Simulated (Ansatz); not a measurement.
Ideal-gas functions of `[OH][GaH][Cl]` at 600 K and 1 bar, from an Ansatz frequency run at PBE0-D4/def2-TZVP.

Molar mass 123.19 g/mol, point group Cs (symmetry number 1), electronic degeneracy 1, moments of inertia 33.0, 150.099, 183.099 u Å². Harmonic wavenumbers (cm⁻¹, unscaled): 165, 384, 416, 497, 582, 717, 857, 2080, 3893.

Use S(trans) = R[1.5 ln M + 2.5 ln T − 1.1517]; rotational temperatures θ = 24.2544 K / I; S(rot) = R[ln(√π/σ · √(T³/θAθBθC)) + 1.5]; for each mode x = 1.438777 ν̃/T, S = R[x/(eˣ − 1) − ln(1 − e⁻ˣ)] and H = RT x/(eˣ − 1); 1 cm⁻¹ = 0.0119627 kJ/mol; R = 8.31446 J/(mol·K).

Q: By hand: the entropy, in J/(mol·K).

A: Translation 183.4. Rotation: θ = 0.735, 0.1616, 0.1325 K, giving 114.3. Vibration, mode by mode: 16.08, 9.29, 8.67, 7.33, 6.19, 4.76, 3.65, 0.34, 0.01, in all 56.3. Electronic 0.0. Sum 354.0 J/(mol·K).

Q: By hand: H − E and G − E in kJ/mol, counted from the electronic energy.

A: Zero-point energy ½ × 9591 × 0.0119627 = 57.4; thermal vibration 18.5; translation, rotation and pV give 4 RT = 20.0. H − E = 95.9 kJ/mol, and G − E = 95.9 − 600 × 354.0/1000 = -116.5 kJ/mol.

Vibration gives 16 % of the entropy. The sum counts one conformer and one mirror image; others add a mixing term.
